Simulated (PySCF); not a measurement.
**C₆ coefficients of unlike pairs at PBE0**

Calculated with PySCF 2.14 from the dipole response of each species, C₆(A,B) = (3/π) ∫ α_A(iu) α_B(iu) du, in atomic units, from isotropic polarisabilities. For ions this is the dispersion term alone; charge-induced terms of lower order in 1/R come first.

| species | configuration | basis | relativity | α (bohr³) | C₆ (like pair) |
| --- | --- | --- | --- | --- | --- |
| Al(2+) | [Ne] 3s1 (2S) | x2c-QZVPPall with one added diffuse shell each of s, p, d, f type (10s7p5d3f1g) | spin-free X2C | 14.03 | 38.15 |
| Ne(3+) | [He] 2s2 2p3 (4S) | x2c-QZVPPall with one added diffuse shell each of s, p, d, f type (8s5p4d3f1g) | spin-free X2C | 0.6876 | 0.6035 |
| Cl(3+) | [Ne] 3s2 3p2 (3P) | aug-cc-pVTZ-DK (6s5p3d2f) | spin-free X2C | 4.316 | 11.71 |
| As+ | [Ar] 3d10 4s2 4p2 (3P) | aug-cc-pwCVDZ-PP with ECP10MDF (6s5p4d1f) | core potential | 16.84 | 102.5 |

(1) Estimate C₆ for Cl(3+) with Al(2+).

No spin-orbit coupling is included.

The other pairs:

```
          pair     C₆
   As+, Cl(3+)  33.54
   As+, Ne(3+)  6.559
   As+, Al(2+)  59.92
Ne(3+), Al(2+)  3.381
Cl(3+), Ne(3+)  2.451
```

Answers

(1) The integral gives 18.31. The combination rule 2 C_A C_B / (C_A α_B/α_A + C_B α_A/α_B) gives 17.94 and the geometric mean 21.13.
